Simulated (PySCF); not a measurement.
PW91 on Ag (silver, neutral), [Kr] 4d10 5d1, 2D determinant (an excited configuration). Calculation: PySCF 2.14, in aug-cc-pVTZ-PP with ECP28MDF (6s6p5d3f2g, 88 functions); scalar relativity through the core potential.

```
cycle= 1 E= -146.736290865609  delta_E= -0.00416  |g|= 0.143  |ddm|= 0.205
cycle= 2 E= -146.72856560453  delta_E= 0.00773  |g|= 0.239  |ddm|= 0.163
cycle= 3 E= -146.742151441137  delta_E= -0.0136  |g|= 0.0122  |ddm|= 0.0916
cycle= 4 E= -146.742198715615  delta_E= -4.73e-05  |g|= 0.000194  |ddm|= 0.00682
cycle= 5 E= -146.742198726322  delta_E= -1.07e-08  |g|= 3.16e-05  |ddm|= 0.000233
cycle= 6 E= -146.742198726676  delta_E= -3.54e-10  |g|= 3.86e-06  |ddm|= 5.09e-05
converged SCF energy = -146.742198726676  <S^2> = 0.75002505  2S+1 = 2.000025
```

Highest occupied orbital energy: 0.188 eV; ⟨L²⟩ = 6.00; populations by l: s 2.00, p 6.00, d 11.00, f 0.00.

(1) Can this result be used?

Results:

(1) Not for this state. The run converged. Energies and moments cover only the electrons outside the core potential. The outer electron is Rydberg-like, and this basis confines it to a smaller radius and binds it less than a complete one would. At PW91 the highest occupied level has a positive energy, so only the finite basis holds that electron; for this excited configuration the basis is too tight for the outer shell.
